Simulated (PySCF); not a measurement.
**Stationary points of BiCl₄⁻**

Level of theory: PySCF, PBE0, basis Bi def2-SVPD with ECP60, Cl def2-SVPD (scalar-relativistic core potentials, no spin–orbit coupling, density fitting).

Relaxations began from a few typed shapes. The search is not exhaustive: other isomers or separated fragments can lie lower, and high-lying points may rest on an excited occupation.

| spin | group | bonds | angles | imaginary modes (cm⁻¹) | ΔE (kJ/mol) | ΔE with ZPE (kJ/mol) |
| --- | --- | --- | --- | --- | --- | --- |
| singlet | Td | Bi–Cl 2.622 Å (×4) | Cl–Bi–Cl 109.5° (×6) | none | 0.0 | 0.0 |
| singlet | C4v | Bi–Cl 2.594 Å (×4) | Cl–Bi–Cl 84.1° (×4), Cl–Bi–Cl 142.6° (×2) | 57i | 55.3 | – |
| singlet | D4h | Bi–Cl 2.636 Å (×4) | Cl–Bi–Cl 90.0° (×4), Cl–Bi–Cl 180.0° (×2) | 98i, 66i | 96.4 | – |

The lowest minimum found is the singlet Td: Bi–Cl 2.622 Å (×4); Cl–Bi–Cl 109.5° (×6).

Counting electrons, bismuth keeps 2 of its valence electrons outside its bonds, so the VSEPR class is AX4E1 and the expected shape is see-saw (C2v). The calculation gives Td instead.

For the lowest minimum: the lowest empty level of this anion is unbound, so it and the gap depend on the basis. With an element this heavy the missing spin–orbit coupling can shift these numbers.
